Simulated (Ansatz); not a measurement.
# Worked example: GeH4 + SnH3(NH2) → GeH3(NH2) + SnH4

Species: GeH4 (germane) `[GeH4]`, singlet; SnH3(NH2), singlet; GeH3(NH2), singlet; SnH4 `[SnH4]`, singlet. The partners trade H for NH2: Ge–H and Sn–NH2 bonds give way to Ge–NH2 and Sn–H.

Shapes, held fixed at every level: PBE0-D4/def2-TZVP. Programs: Ansatz 0.2.0. The zero-point and thermal change to 298 K, harmonic and unscaled (PBE0-D4/def2-TZVP), is -0.6 kJ/mol.

At CCSD(T)/def2-TZVPP; 1 Eh = 2625.50 kJ/mol:

```
  species   energy (Eh)
     GeH4  -2077.986460
SnH3(NH2)   -271.311971
GeH3(NH2)  -2133.280548
     SnH4   -216.021096
```

Work out ΔH(298 K) of the reaction at this level.


1. Products less reactants: (-2133.280548) + (-216.021096) − [(-2077.986460) + (-271.311971)] = -0.003213 Eh = -8.4 kJ/mol.
2. With the thermal change: -8.4 + (-0.6) = -9.0 kJ/mol.

Other levels give -13.7 (HF/def2-TZVPP) to -5.8 kJ/mol (PBE-D4/def2-TZVPP). No measured value is set beside it here. For atoms past krypton def2 sets carry core potentials with scalar relativity. Relativity is left out for Ge unless named. Correlated rows may include outer-core shells of Ge, Sn, which these sets cover unevenly.
